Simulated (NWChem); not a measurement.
System: GaNH2BrCl; SMILES [NH2][Ga]([Cl])[Br]

NWChem input:

```
start job
memory heap 200 mb stack 900 mb global 1100 mb
geometry units angstroms noautoz
  Ga    -0.364902     0.444967    -0.011175
  Cl     1.049889     2.074862     0.014733
  Br     0.421572    -1.716748    -0.009903
  N     -2.144464     0.800196     0.113511
  H     -2.804457     0.076573    -0.146562
  H     -2.470727     1.725056    -0.142345
end
basis spherical
  * library aug-pcseg-1
end
dft
  xc hfexch
  iterations 150
  mulliken
end
task dft energy
```

Coordinates come from a B3LYP/6-31G* (spherical d) optimisation.

Q: What results follow from this input? (Hartree-Fock/aug-pcseg-1.) Quantities: basis functions; energy (Ha); highest occupied level (eV); orbital gap (eV); dipole (D).

A: 
```yaml
number_of_basis_functions: 140
energy (Ha): -5010.30
highest occupied level (eV): -11.52
orbital gap (eV): 12.07
dipole (D): 2.51
```
